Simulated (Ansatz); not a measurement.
Input file for Ansatz (a program for electronic structure): R-wB97X-V/def2-TZVPP on H6Si3 (SMILES [SiH3][Si][SiH3]).

Ansatz 0.2 input:
```yaml
crystal:
  periodic: [false, false, false]
  atoms:
    - {symbol: Si, position_ang: [-0.40876075, 1.51106202, -0.74403538]}
    - {symbol: Si, position_ang: [-1.07337813, -0.76650893, -1.10302339]}
    - {symbol: Si, position_ang: [0.41313392, -1.57242428, 0.59931520]}
    - {symbol: H, position_ang: [1.04745591, 1.74769942, -0.49884857]}
    - {symbol: H, position_ang: [-1.15863401, 1.89362001, 0.50036272]}
    - {symbol: H, position_ang: [-0.85844954, 2.42253798, -1.83914594]}
    - {symbol: H, position_ang: [-0.32767906, -1.26533723, 1.86986766]}
    - {symbol: H, position_ang: [1.75588923, -0.91829982, 0.67602918]}
    - {symbol: H, position_ang: [0.61032242, -3.05224919, 0.53937852]}
basis:
  gaussian:
    orbitals: def2-TZVPP
hamiltonian:
  xc: {name: wB97X-V}
scf: {lower_state_search: off}
```

It printed:

```
WARN ansatz: RAYON_NUM_THREADS=8 ignored (pool sized by the plan → 8); use --threads N
Functional definition: wB97X-V
these checks for a lower state are left out or cut short: stability, starts, cluster_reference, orbital_swaps, neighbouring_geometries, increment
integrals: 0.19 GiB planned
1227 factors; their error is unknown
integrals: 0.23 GiB planned
282 factors; integrals over basis functions are off by at most 1.1e-5 eV
mean field: 1.50 GiB planned
mean field evaluation 1: about -23724.5256 eV, gradient 1.1e1 eV
mean field evaluation 2: about -23725.1956 eV, gradient 4.7e0 eV
mean field evaluation 4: about -23725.3020 eV, gradient 3.9e-1 eV
mean field evaluation 8: about -23725.3285 eV, gradient 1.6e-1 eV
mean field evaluation 16: about -23725.3286 eV, gradient 3.8e-5 eV
mean field -23725.32857073 eV, -871.8897433692 hartree, gradient 3.9e-6 eV, S^2 0.000000; 0 other end points of the search recorded, 0 dependent functions left out
reference -23725.32856840 eV, -871.8897432834 hartree; 24, 24 occupied and 186, 186 virtual orbitals, 1227 factors
Total energy: -23725.32856840 eV, -871.8897432834 hartree
Checks for a lower state left out: stability, starts, cluster_reference, orbital_swaps, neighbouring_geometries, increment
```

The run converged.

Cost: roughly 7 core-seconds.
